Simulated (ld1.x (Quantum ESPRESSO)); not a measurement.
# Ag (Z = 47): RRKJ pseudisation with PBEsol, scalar-relativistic reference atom.

The input file (ld1.x (Quantum ESPRESSO) 7.5):

```
&input
   title='Ag', zed=47., rel=1, dft='PBESOL', iswitch=3,
   config='[Kr] 4d8 4f-2 5s0 5p0',
   nld=4, rlderiv=1.70, eminld=-12.0, emaxld=5.0, deld=0.04
 /
 &inputp
   pseudotype=2, tm=.false., lloc=0,
   nlcc=.false.,
   file_pseudopw='Ag.UPF', file_wfcaegen='ae.wfc', file_wfcncgen='nc.wfc', file_beta='beta', file_chi='chi'
 /
4
4P  2  1   6.00   0.00  1.50  1.50  0.0
4D  3  2   8.00   0.00  1.40  1.40  0.0
4F  4  3  -2.00  -0.15  1.55  1.55  0.0
4S  1  0   2.00   0.00  0.95  0.95  0.0
 &test
   configts(1)='4s2 4p6 4d8 5s0 5p0'
 /
```

Command:

```bash
ld1.x < Ag.in > Ag.out
```

Resulting log (shortened: banner, matrices, multipoles, cross overlaps and the repeated all-electron block are left out):

```
Program LD1 v.7.5
     --------------------------- All-electron run ----------------------------

     Ag
     scalar relativistic calculation

     atomic number is 47.00
     dft =PBESOL   lsd =0 sic =0 latt =0  beta=0.20 tr2=1.0E-14
     Exchange-correlation= PBESOL
                           (   1   4  10   8   0   0   0)
     mesh =1237 r(mesh) =  99.46963 a.u. xmin = -7.00 dx = 0.01250
     1 Ry =  13.60569312 eV, c = 137.03599908

     n l     nl                  e(Ry)          e(Ha)          e(eV)
     1 0     1S 1( 2.00)     -1863.6175      -931.8088    -25355.8080
     2 0     2S 1( 2.00)      -276.8960      -138.4480     -3767.3619
     2 1     2P 1( 6.00)      -248.7119      -124.3560     -3383.8983
     3 0     3S 1( 2.00)       -53.1110       -26.5555      -722.6118
     3 1     3P 1( 6.00)       -43.8559       -21.9279      -596.6897
     4 0     4S 1( 2.00)        -9.8185        -4.9092      -133.5872
     4 1     4P 1( 6.00)        -7.1115        -3.5558       -96.7572
     3 2     3D 1(10.00)       -29.2523       -14.6262      -397.9984
     4 2     4D 1( 8.00)        -3.2137        -1.6068       -43.7244
     5 0     5S 1( 0.00)        -2.3015        -1.1508       -31.3141
     5 1     5P 1( 0.00)        -1.7288        -0.8644       -23.5220

     final scf error:  2.3E-15 reached in  26 iterations

     Etot =  -10622.156167 Ry,   -5311.078084 Ha, -144521.797113 eV

     Ekin =   11034.903363 Ry,    5517.451682 Ha,  150137.508802 eV
     Encl =  -25556.759207 Ry,  -12778.379604 Ha, -347717.422994 eV
     Eh   =    4190.280410 Ry,    2095.140205 Ha,   57011.669361 eV
     Exc  =    -290.580733 Ry,    -145.290367 Ha,   -3953.552284 eV

     normalization and overlap integrals

     s(1S/1S) =  1.000000  <r> =   0.0311  <r2> =    0.0013  r(max) =   0.0202
     s(2S/2S) =  1.000000  <r> =   0.1350  <r2> =    0.0215  r(max) =   0.1136
     s(2P/2P) =  1.000000  <r> =   0.1177  <r2> =    0.0169  r(max) =   0.0907
     s(3S/3S) =  1.000000  <r> =   0.3688  <r2> =    0.1556  r(max) =   0.3328
     s(3P/3P) =  1.000000  <r> =   0.3677  <r2> =    0.1571  r(max) =   0.3246
     s(4S/4S) =  1.000000  <r> =   0.9057  <r2> =    0.9285  r(max) =   0.8186
     s(4P/4P) =  1.000000  <r> =   0.9866  <r2> =    1.1126  r(max) =   0.8714
     s(3D/3D) =  1.000000  <r> =   0.3458  <r2> =    0.1425  r(max) =   0.2725
     s(4D/4D) =  1.000000  <r> =   1.2482  <r2> =    1.8405  r(max) =   1.0124
     s(5S/5S) =  1.000000  <r> =   2.3232  <r2> =    6.0476  r(max) =   2.0904
     s(5P/5P) =  1.000000  <r> =   2.7187  <r2> =    8.2961  r(max) =   2.4287

     ------------------------ End of All-electron run ------------------------

     --------------------- Generating NC pseudopotential ---------------------

      Generating local pot.: lloc=0, matching radius rcloc =   0.9500

      Wfc   4P  rcut= 1.492  Estimated cut-off energy=       82.57 Ry
      This function has    0 nodes for 0 < r <    1.492

      Wfc   4D  rcut= 1.384  Estimated cut-off energy=      122.07 Ry
      This function has    0 nodes for 0 < r <    1.384

      Wfc   4F  rcut= 1.568  Estimated cut-off energy=      117.23 Ry
      This function has    0 nodes for 0 < r <    1.568

     ------------------- End of pseudopotential generation -------------------

     Computing logarithmic derivative in   1.70084
     Message from routine run_pseudo:
     Warning: convergence not achieved
     Computing logarithmic derivative in   1.70084
     Computing the partial wave expansion
       no projector for channel:   0
     R is outside the sphere for l=    1 j= 0.00
     R is outside the sphere for l=    2 j= 0.00
     R is outside the sphere for l=    3 j= 0.00

     ---------------------- Testing the pseudopotential ----------------------

     Ag
     scalar relativistic calculation

     atomic number is 47.00   valence charge is 19.00
     dft =PBESOL   lsd =0 sic =0 latt =0  beta=0.20 tr2=1.0E-14
     mesh =1237 r(mesh) =  99.46963 xmin = -7.00 dx = 0.01250

     n l     nl             e AE (Ry)        e PS (Ry)    De AE-PS (Ry)
     1 0     4S   1( 2.00)       -9.81848       -9.81865        0.00018
     2 1     4P   1( 6.00)       -7.11152       -7.11152       -0.00000
     3 2     4D   1( 8.00)       -3.21369       -3.21370        0.00001
     2 0     5S   1( 0.00)       -2.30154       -2.31814        0.01660  !
     3 1     5P   1( 0.00)       -1.72883       -1.75840        0.02956  !

     eps = 1.4E-11  iter =201

     Etot =  -10622.156167 Ry,   -5311.078084 Ha, -144521.797113 eV
     Etotps =  -288.308262 Ry,    -144.154131 Ha,   -3922.633731 eV

     Ekin =     102.975929 Ry,      51.487965 Ha,    1401.058895 eV
     Encl =    -563.271041 Ry,    -281.635520 Ha,   -7663.692924 eV
     Ehrt =     208.033001 Ry,     104.016501 Ha,    2830.433171 eV
     Ecxc =     -25.084437 Ry,     -12.542219 Ha,    -341.291156 eV
     Epseu=     -10.961714 Ry,      -5.480857 Ha,    -149.141717 eV

     ---------------------- End of pseudopotential test ----------------------
```

Generation and configuration tests took about 4.4 s on one core of a shared server CPU.
